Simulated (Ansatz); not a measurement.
A series at Si: from `F[SiH2]S[SiH](F)F`, ligands are replaced one by one, each step taking up HCl and setting free H–F; n counts the steps. Ansatz, PBE0-D4/def2-TZVP geometries. Each molecule was computed in one conformer, which needn't be the lowest.

CBS adds triple-zeta CCSD(T) − MP2 to the MP2 limit, frozen cores; atoms without spin–orbit coupling. 

```json
{"n": "0", "molecule": "`F[SiH2]S[SiH](F)F`", "atomization energy, CCSD(T)/CBS (kJ/mol)": "3417.6"}
{"n": "1", "molecule": "`F[SiH](F)S[SiH2]Cl`", "atomization energy, CCSD(T)/CBS (kJ/mol)": "?"}
{"n": "2", "molecule": "`F[SiH](Cl)S[SiH2]Cl`", "atomization energy, CCSD(T)/CBS (kJ/mol)": "3042.0"}
{"n": "3", "molecule": "`Cl[SiH2]S[SiH](Cl)Cl`", "atomization energy, CCSD(T)/CBS (kJ/mol)": "2855.7"}
```

Problem. By hand: fit a straight line y = ȳ + b (n − n̄) to the 3 given rows and predict n = 1.

Solution. n̄ = 1.667, ȳ = 3105.10; Σ(n − n̄)(y − ȳ) = -874.40, Σ(n − n̄)² = 4.667, so b = -187.36 kJ/mol a step. Prediction: 3105.10 + (-187.36) × (-0.667) = 3230.1 kJ/mol.

Problem. By hand: compare with the computed value, 3234.6 kJ/mol, and give the steps along the whole series.

Solution. The line misses by 4.5 kJ/mol (computed minus predicted). Steps: -183.0, -192.6, -186.3 kJ/mol.

The steps differ by at most 9.6 kJ/mol, 5 % of a mean step, so the ligands' effects nearly add and a line is close. The miss is 0.8 % of the series' range. The energies themselves are unsure by some kJ/mol a bond, though much of that is common to the series.
